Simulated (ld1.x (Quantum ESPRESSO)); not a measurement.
Scattering properties, TM potential for As (Z = 33)

| Quantity | Value |
| --- | --- |
| Element | arsenic (As) |
| Generator | ld1.x (Quantum ESPRESSO) 7.5 |
| Type | norm-conserving Troullier–Martins (Kleinman–Bylander form) |
| Functional | LDA (PZ) |
| Relativity | fully relativistic |
| Frozen core | [Ar] |
| Valence charge | 15 |
| Reference configuration | 3d10 4s2 4p3 |
| Partial waves | 4s (bound): rc 1.30 bohr; 3d (bound): rc 1.00 bohr; 4p (bound): rc 1.35 bohr |
| Local potential | the p channel |
| Core correction | Bessel-smoothed model core, default radius (core density twice the valence density) |

Open shells are filled in proportion to 2j + 1 (rel_dist='average').

The phase is arctan(r·u′/u) with u = r·R(r), unwrapped; energies in Ry, scanned from -5 to 5 Ry. A pole is an energy at which the radial function vanishes at the test radius. The pseudo phase is shifted by a multiple of π to meet the all-electron one at the reference energy, and phase errors are pseudo minus all-electron; the curves can meet again beyond the range given. Levels narrower than the energy grid can be missing from the lists of poles.

```
channel  radius (bohr)  reference energy (Ry)  poles, all-electron  poles, pseudo  unbroken range about the reference energy with phases within 0.05 rad  phase error 1 Ry above the reference energy (rad)
      s           1.51                  -1.08                 none           none                                                        the whole range                                             -0.002
   p1/2           1.51                  -0.41                 none           none                                                              below 1.7                                             +0.045
   p3/2           1.51                  -0.39                 none           none                                                              below 0.6                                             -0.052
   d3/2           1.51                  -3.04                -2.65          -2.61                                                           -3.3 to -1.1                                             +0.029
   d5/2           1.51                  -2.98                -2.58          -2.55                                                           -3.2 to -1.0                                             +0.028
```

Phases in the p1/2 channel:

```json
{"E (Ry)": "-5.00", "all-electron": "1.254", "pseudo": "1.239"}
{"E (Ry)": "-4.48", "all-electron": "1.232", "pseudo": "1.220"}
{"E (Ry)": "-3.96", "all-electron": "1.206", "pseudo": "1.196"}
{"E (Ry)": "-3.44", "all-electron": "1.176", "pseudo": "1.169"}
{"E (Ry)": "-2.92", "all-electron": "1.139", "pseudo": "1.135"}
{"E (Ry)": "-2.40", "all-electron": "1.093", "pseudo": "1.093"}
{"E (Ry)": "-1.88", "all-electron": "1.034", "pseudo": "1.040"}
{"E (Ry)": "-1.36", "all-electron": "0.956", "pseudo": "0.969"}
{"E (Ry)": "-0.84", "all-electron": "0.848", "pseudo": "0.871"}
{"E (Ry)": "-0.32", "all-electron": "0.694", "pseudo": "0.729"}
{"E (Ry)": "0.20", "all-electron": "0.470", "pseudo": "0.516"}
{"E (Ry)": "0.72", "all-electron": "0.155", "pseudo": "0.197"}
{"E (Ry)": "1.24", "all-electron": "-0.225", "pseudo": "-0.223"}
{"E (Ry)": "1.76", "all-electron": "-0.579", "pseudo": "-0.633"}
{"E (Ry)": "2.28", "all-electron": "-0.845", "pseudo": "-0.938"}
{"E (Ry)": "2.80", "all-electron": "-1.029", "pseudo": "-1.142"}
{"E (Ry)": "3.32", "all-electron": "-1.157", "pseudo": "-1.283"}
{"E (Ry)": "3.84", "all-electron": "-1.248", "pseudo": "-1.385"}
{"E (Ry)": "4.36", "all-electron": "-1.316", "pseudo": "-1.466"}
{"E (Ry)": "4.88", "all-electron": "-1.369", "pseudo": "-1.534"}
```
